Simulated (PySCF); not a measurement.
Exercise with solution: entropy of an ideal gas

Si(Cl)2(H)(SeH) (Cl2H2SeSi), SMILES Cl[SiH](Cl)[SeH].

The structure is a stationary point at B3LYP-D3(BJ)/def2-SVP. This is a generated structure with no PubChem entry under its InChIKey; it may be hypothetical. One conformer was computed; it need not be the lowest.

B3LYP-D3(BJ)/def2-SVP (PySCF) gives the harmonic wavenumbers 116, 130, 176, 213, 394, 537, 576, 667, 779, 820, 2273, 2399 cm⁻¹ and the rotational temperatures 0.1100, 0.0619, 0.0419 K. The molar mass is 179.97 g/mol, the symmetry number 1, the spin multiplicity 1.

Work out the entropy at 298.15 K and 1 atm in the rigid-rotor, harmonic-oscillator model.


Translation (Sackur–Tetrode at 1 atm): S = R[1.5 ln M + 2.5 ln T − 1.16487] = 173.5 J/(mol K).
Rotation: q = (√π/σ) T^1.5/√(θA θB θC) = 540000, S = R[ln q + 3/2] = 122.2 J/(mol K).
Vibration: with u = 1.4388 ν/T, each mode gives R[u/(e^u − 1) − ln(1 − e^−u)]:
```
ν (cm⁻¹)  modes     u  S (J/(mol K))
--------  -----  ----  -------------
116           1  0.56          13.25
130           1  0.63          12.33
176           1  0.85           9.92
213           1  1.03           8.44
394           1  1.90           4.12
537           1  2.59           2.39
576           1  2.78           2.06
667           1  3.22           1.45
779           1  3.76           0.94
820           1  3.96           0.80
```
The stiffer modes add less than 0.005 each. Sum 55.7 J/(mol K).
Spin: R ln 1 = 0.0 J/(mol K).
Total 351.4 J/(mol K); the program's own thermochemistry gives 351.5. Translation makes up 49 % and vibration 16 %. Anharmonicity, hindered rotation and orbital degeneracy are left out.
